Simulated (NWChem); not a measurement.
## Basis-set convergence for CH₃FSi

```xyz
6

Si     0.0729    -0.6822     0.0000
F      1.3303     0.3833     0.0000
C     -1.3511     0.5843     0.0000
H     -2.3467     0.1116     0.0000
H     -1.2703     1.2421    -0.8861
H     -1.2703     1.2421     0.8861
```
Charge 0, spin multiplicity 1.

The numbers come from NWChem runs, not from measurements. The geometry was optimised at B3LYP/def2-SVP, a minimum by its harmonic frequencies.

Quantity: vertical ionisation energy at the level ΔB3LYP (Δ: difference of total energies, the cation a doublet at the parent's geometry with its hole in an orbital of symmetry a' (Cs labels); it is the state that the SCF runs reached, from PBE0 orbitals for Hartree-Fock references, and need not be the lowest).

B3LYP has NWChem's definition, with VWN1-RPA local correlation. The Pople sets run with spherical d functions. The structure started from a generated list of species. The stability of the SCF solutions was not checked.

Costs are rough ratios of processor time within this set of runs, SCF included, with 6-31G* as 1.

```
basis        functions  vertical ionisation energy (eV)  relative cost
-----------  ---------  -------------------------------  -------------
6-31G*              52                             8.92              1
pcseg-1             61                             9.13        under 3
6-31+G*             64                             9.13        under 3
6-311G**            80                             9.08        under 3
def2-SVPD           91                             9.13        under 3
aug-pcseg-1        100                             9.14        under 3
def2-TZVP          117                             9.08              3
def2-TZVPP         146                             9.08              5
def2-TZVPD         147                             9.10              8
aug-cc-pVTZ        211                             9.10            100
```

Smallest basis within 0.1 eV of aug-cc-pVTZ, the largest set run: pcseg-1, with 61 functions against 211 and about 1 % of the time (also within reach: 6-31+G*, 6-311G**, def2-SVPD, aug-pcseg-1, def2-TZVP, def2-TZVPP, def2-TZVPD). aug-cc-pVTZ isn't the basis-set limit itself, and a small set can land close by cancellation.
